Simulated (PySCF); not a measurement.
**One molecule, many functionals**

C3H11Ge2N.
SMILES: `C=[C](C)[GeH2][NH][GeH3]`

Linear-response calculations in the def2-SVPD basis (PySCF; singlets by full response, triplets Tamm–Dancoff, core orbitals frozen in the response; HF means time-dependent Hartree–Fock). 'Strongest' is the level of largest summed f among the singlets computed (10 roots, of which the last may lack a degenerate partner); it can jump between rows when another state enters that window. S1 is the lowest singlet of each run and needn't be the same state throughout; f(S1) is that of one state. The structure is a single PBE0-D3(BJ)/def2-SVP conformer in the gas phase; no vibrational or solvent corrections. The LDA/def2-SVPD calculation is non-relativistic and has no spin–orbit coupling, an omission that weighs most on germanium.

| functional | kind | S1 (eV) | f(S1) | strongest (eV) | T1 (eV) | HOMO (eV) | gap (eV) | ionisation energy, ΔSCF (eV) |
| --- | --- | --- | --- | --- | --- | --- | --- | --- |
| LDA | LDA | 4.55 | 0.001 | 6.44 | 4.45 | -5.74 | 4.50 | 8.51 |
| PBE | GGA | 4.62 | 0.001 | 5.41 | 4.33 | -5.63 | 4.58 | 8.38 |
| B3LYP | global hybrid, 20% exact exchange | 5.46 | 0.006 | 6.87 | 4.30 | -6.72 | 6.43 | 8.66 |
| PBE0 | global hybrid, 25% exact exchange | 5.64 | 0.008 | 6.95 | 4.21 | -6.95 | 6.89 | 8.66 |
| BHandHLYP | global hybrid, 50% exact exchange | 6.13 | 0.009 | 7.09 | 4.14 | -8.19 | 8.88 | 8.71 |
| CAM-B3LYP | range-separated hybrid | 5.84 | 0.008 | 7.07 | 4.25 | -8.30 | 9.13 | 8.85 |
| wB97X-D | range-separated hybrid | 5.96 | 0.010 | 7.05 | 4.38 | -8.80 | 10.48 | 8.83 |
| LC-wPBE | range-separated hybrid | 6.37 | 0.010 | 7.23 | 4.12 | -9.63 | 11.51 | 9.02 |
| HF | Hartree–Fock | 7.06 | 0.003 | 7.18 | 3.63 | -9.85 | 12.04 | not settled |

S1 runs from 4.55 eV (LDA) to 7.06 eV (HF), a spread of 2.51 eV, while the orbital gap spreads over 7.5 eV. Along PBE (0%), B3LYP (20%), PBE0 (25%), BHandHLYP (50%), HF (100%) S1 rises with the share of exact exchange. −ε(HOMO) comes closest to its own ΔSCF ionisation energy with wB97X-D (-0.03 eV) and misses most with LDA (-2.77 eV). 'Not settled' means that the ion's SCF failed to converge or may have ended in another state than the lowest.
